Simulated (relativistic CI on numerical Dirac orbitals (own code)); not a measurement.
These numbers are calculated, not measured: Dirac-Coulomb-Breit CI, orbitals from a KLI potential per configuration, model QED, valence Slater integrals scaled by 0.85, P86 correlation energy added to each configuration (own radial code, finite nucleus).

Configurations in the expansion (outside the closed core 1s2): 2s2 2p3, 2s2 2p2 3s, 2s 2p4, 2s2 2p2 3p, 2s2 2p2 4s, 2s2 2p2 3d, 2p5, 2s2 2p2 4p, 2s2 2p2 5s, 2s2 2p2 4d, 2s2 2p2 4f, 2s2 2p2 5p, 2s2 2p2 5d, 2s2 2p2 5f, 2s2 2p2 5g, 2s2 2p 3s2, 2s2 2p 3s 3p. Levels of other configurations are missing.

Correlation outside the listed configurations is missing or only estimated: errors of thousands of cm⁻¹ between configurations and terms are usual at this charge. Rates and lifetimes follow the computed energies and can be off by large factors. The fine structure of a lone outer electron comes out too small, for d and f at times inverted, and misplaced configurations move strength between like terms. 40 of the 40 excited levels that our extract of the measured tables holds in this range could be paired (the sources list more); they are missed by 1040 cm⁻¹ on average and 5348 at most, and levels without a partner can miss by more.

Outline of the computed level scheme of N I. Lowest level of each configuration: 2s2 2p3 4S°_3/2 at 0.0000 eV; 2s2 2p2 3s 4P_1/2 at 10.3324 eV; 2s2 2p2 3p 2S°_1/2 at 11.5799 eV; 2s 2p4 4P_5/2 at 11.5836 eV; 2s2 2p2 4s 4P_1/2 at 12.8225 eV; 2s2 2p2 3d 2P_3/2 at 12.8464 eV.

Some strong electric-dipole decays among the lowest 45 levels: 2s 2p4 4P_1/2 → 2s2 2p3 4S°_3/2 (7.5e+08 s⁻¹); 2s 2p4 4P_3/2 → 2s2 2p3 4S°_3/2 (7.4e+08 s⁻¹); 2s 2p4 4P_5/2 → 2s2 2p3 4S°_3/2 (7.4e+08 s⁻¹); 2s2 2p2 3s 2P_1/2 → 2s2 2p3 2D°_3/2 (3.2e+08 s⁻¹); 2s2 2p2 3s 2P_3/2 → 2s2 2p3 2D°_5/2 (2.9e+08 s⁻¹); 2s2 2p2 3s 2D_5/2 → 2s2 2p3 2D°_5/2 (2.4e+08 s⁻¹); 2s2 2p2 3s 2D_3/2 → 2s2 2p3 2D°_3/2 (2.3e+08 s⁻¹); 2s2 2p2 3s 4P_5/2 → 2s2 2p3 4S°_3/2 (2.2e+08 s⁻¹).

Rates of lines that live on the mixing of spin multiplicities can be off by large factors.
